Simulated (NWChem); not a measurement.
System: InH₂OCl; SMILES [InH]([OH])[Cl]

NWChem input:

```
start job
memory heap 200 mb stack 900 mb global 1100 mb
geometry units angstroms noautoz
  In    -0.284927     0.405769     0.000000
  H     -1.903916     0.953873     0.000000
  Cl     0.232058    -1.879935     0.000000
  O      1.401070     1.459311     0.000000
  H      1.246783     2.411092     0.000000
end
basis spherical
  * library def2-svp
end
ecp
  In library def2-ecp
end
dft
  xc xwpbe 1.00 cpbe96 1.0 hfexch 1.00
  cam 0.35 cam_alpha 0.0 cam_beta 1.0
  iterations 150
  vectors input atomic output neutral.movecs
end
task dft energy
charge 1
dft
  odft
  mult 2
  vectors input atomic output cation.movecs
end
task dft energy
```

NWChem printed, in part:

```
             Northwest Computational Chemistry Package (NWChem) 7.3.0
             --------------------------------------------------------

 CS  symmetry detected

                             Geometry "geometry" -> ""
                             -------------------------

 Output coordinates in angstroms (scale by  1.889725989 to convert to a.u.)

  No.       Tag          Charge          X              Y              Z
 ---- ---------------- ---------- -------------- -------------- --------------
    1 In                  49.0000    -0.30659001     0.35464596     0.00000000
    2 H                    1.0000    -1.94646068     0.83669113     0.00000000
    3 Cl                  17.0000     0.30259713    -1.90822993     0.00000000
    4 O                    8.0000     1.33532785     1.47564656     0.00000000
    5 H                    1.0000     1.14259722     2.42039333     0.00000000

 Effective nuclear repulsion energy (a.u.)     348.6132050968

      Symmetry information
      --------------------

 Group name             Cs
 Group number              2
 Group order               2
 No. of unique centers     5

 Summary of "ao basis" -> "ao basis" (spherical)
 ------------------------------------------------------------------------------
       Tag                 Description            Shells   Functions and Types
 ---------------- ------------------------------  ------  ---------------------
 In                         def2-svp                10       26   4s4p2d
 H                          def2-svp                 3        5   2s1p
 Cl                         def2-svp                 8       18   4s3p1d
 O                          def2-svp                 6       14   3s2p1d

      Symmetry analysis of basis
      --------------------------

        a'         49
        a"         19

            General Information
            -------------------
          SCF calculation type: DFT
          Wavefunction type:  closed shell.
          No. of atoms     :     5
          No. of electrons :    48
           Alpha electrons :    24
            Beta electrons :    24
          Charge           :     0
          Spin multiplicity:     1
          Use of symmetry is: on ; symmetry adaption is: on
          Maximum number of iterations: 150
          AO basis - number of functions:    68
                     number of shells:    30
          Convergence on energy requested:  1.00D-06
          Convergence on density requested:  1.00D-05
          Convergence on gradient requested:  5.00D-04

              XC Information
              --------------
                     Hartree-Fock (Exact) Exchange  1.000
                     LC-wPBE(h)Exchange Functional  1.000
            Perdew 1991 LDA Correlation Functional  1.000 local
           PerdewBurkeErnz. Correlation Functional  1.000 non-local

           Range-Separation Parameters
           ---------------------------
           Alpha           :  0.00
           Beta            :  1.00
           Gamma           :  0.35
           Short-Range HF  :     F

             Grid Information
             ----------------
          Grid used for XC integration:  medium
          Radial quadrature: Mura-Knowles
          Angular quadrature: Lebedev.
          Tag              B.-S. Rad. Rad. Pts. Rad. Cut. Ang. Pts.
          ---              ---------- --------- --------- ---------
          In                  1.55      123           9.0       590
          H                   0.35       45          11.0       434
          Cl                  1.00       88          11.0       590
          O                   0.60       49          10.0       434
          Grid pruning is: on
          Number of quadrature shells:   350
          Spatial weights used:  Erf1

      Superposition of Atomic Density Guess
      -------------------------------------

 Sum of atomic energies:        -753.06353298

      Non-variational initial energy
      ------------------------------

 Total energy =    -724.444601
 1-e energy   =   -1406.546249
 2-e energy   =     515.138173
 HOMO         =      -0.393090
 LUMO         =      -0.033124

      Symmetry analysis of molecular orbitals - initial
      -------------------------------------------------

  Numbering of irreducible representations:

     1 a'          2 a"

  Orbital symmetries:

     1 a'          2 a'          3 a'          4 a'          5 a'
     6 a"          7 a'          8 a'          9 a'         10 a"
    11 a'         12 a'         13 a'         14 a'         15 a"
    16 a"         17 a'         18 a'         19 a'         20 a'
    21 a"         22 a'         23 a"         24 a'         25 a'
    26 a"         27 a'         28 a'         29 a'         30 a'
    31 a"         32 a'         33 a'         34 a"

   convergence    iter        energy       DeltaE   RMS-Dens  Diis-err
 ---------------- ----- ----------------- --------- --------- ---------
 d= 0,ls=0.0,diis     1   -726.3103546098 -8.93D+02  1.91D-02  8.59D-01
 d= 0,ls=0.0,diis     2   -726.2997835778  1.06D-02  8.66D-03  1.25D+00
 d= 0,ls=0.0,diis     3   -726.4194820728 -1.20D-01  1.62D-03  1.62D-02
 d= 0,ls=0.0,diis     4   -726.4212735139 -1.79D-03  5.90D-04  1.38D-03
 d= 0,ls=0.0,diis     5   -726.4214658556 -1.92D-04  1.28D-04  5.48D-05
  Resetting Diis
 d= 0,ls=0.0,diis     6   -726.4214767459 -1.09D-05  4.01D-05  2.68D-06
 d= 0,ls=0.0,diis     7   -726.4214775116 -7.66D-07  7.39D-06  1.20D-07

         Total DFT energy =     -726.421477511566
      One electron energy =    -1408.323130093461
           Coulomb energy =      569.103643180869
    Exchange-Corr. energy =      -54.165466343932
 Nuclear repulsion energy =      166.963475744959

 Numeric. integr. density =       48.000008882035

                  Occupations of the irreducible representations
                  ----------------------------------------------

                     irrep           alpha         beta
                     --------     --------     --------
                     a'               18.0         18.0
                     a"                6.0          6.0

                       DFT Final Molecular Orbital Analysis
                       ------------------------------------

 Vector   22  Occ=2.000000D+00  E=-4.205620D-01  Symmetry=a"
              MO Center=  6.4D-01, -4.8D-01, -9.3D-16, r^2= 3.9D+00
   Bfn.  Coefficient  Atom+Function         Bfn.  Coefficient  Atom+Function
  ----- ------------  ---------------      ----- ------------  ---------------
    44      0.470177  3 Cl pz                55      0.376400  4 O  pz
    41      0.350441  3 Cl pz                58      0.281308  4 O  pz
    38      0.205334  3 Cl pz                13      0.149079  1 In pz
    16      0.096966  1 In pz                20      0.069216  1 In d  1
    10     -0.046596  1 In pz                 7     -0.043706  1 In pz

 Vector   23  Occ=2.000000D+00  E=-4.021054D-01  Symmetry=a"
              MO Center=  8.7D-01,  9.9D-02, -9.1D-14, r^2= 3.8D+00
   Bfn.  Coefficient  Atom+Function         Bfn.  Coefficient  Atom+Function
  ----- ------------  ---------------      ----- ------------  ---------------
    55      0.477964  4 O  pz                44     -0.423758  3 Cl pz
    58      0.367617  4 O  pz                41     -0.304365  3 Cl pz
    38     -0.178921  3 Cl pz                18     -0.102805  1 In d -1
    23      0.056636  1 In d -1              20      0.055483  1 In d  1
    13      0.040988  1 In pz                25     -0.027295  1 In d  1

 Vector   24  Occ=2.000000D+00  E=-3.981764D-01  Symmetry=a'
              MO Center=  2.3D-01, -8.0D-01, -1.2D-15, r^2= 4.0D+00
   Bfn.  Coefficient  Atom+Function         Bfn.  Coefficient  Atom+Function
  ----- ------------  ---------------      ----- ------------  ---------------
    42      0.515286  3 Cl px                39      0.383543  3 Cl px
    53      0.282483  4 O  px                36      0.223684  3 Cl px
    56      0.197594  4 O  px                28      0.186050  2 H  s
    27      0.167156  2 H  s                 17      0.143037  1 In d -2
    11     -0.133781  1 In px                21     -0.097269  1 In d  2

 Vector   25  Occ=0.000000D+00  E= 2.037685D-02  Symmetry=a"
              MO Center= -3.5D-01,  3.5D-01, -3.5D-14, r^2= 4.8D+00
   Bfn.  Coefficient  Atom+Function         Bfn.  Coefficient  Atom+Function
  ----- ------------  ---------------      ----- ------------  ---------------
    16      0.657253  1 In pz                13      0.479471  1 In pz
    44     -0.227490  3 Cl pz                58     -0.182156  4 O  pz
    55     -0.178438  4 O  pz                10     -0.138690  1 In pz
     7     -0.127961  1 In pz                41     -0.115896  3 Cl pz
    38     -0.068199  3 Cl pz                25      0.062063  1 In d  1

 Vector   26  Occ=0.000000D+00  E= 3.300131D-02  Symmetry=a'
              MO Center= -2.2D-01,  4.3D-01,  3.8D-14, r^2= 4.4D+00
   Bfn.  Coefficient  Atom+Function         Bfn.  Coefficient  Atom+Function
  ----- ------------  ---------------      ----- ------------  ---------------
     4      0.870342  1 In s                 28     -0.594714  2 H  s
     3      0.526603  1 In s                 52     -0.361878  4 O  s
    43     -0.353595  3 Cl py                 1     -0.332278  1 In s
    27     -0.243144  2 H  s                 35     -0.221782  3 Cl s
    53      0.205006  4 O  px                56      0.182596  4 O  px

[...]
```

Level: LC-wPBE (HJS exchange hole, range parameter 0.35 per bohr)/def2-SVP with def2 effective core potentials on In, vertical spin-unrestricted ions. The geometry was optimised at PBE0/def2-SVP. def2 effective core potentials on In; no spin-orbit coupling.
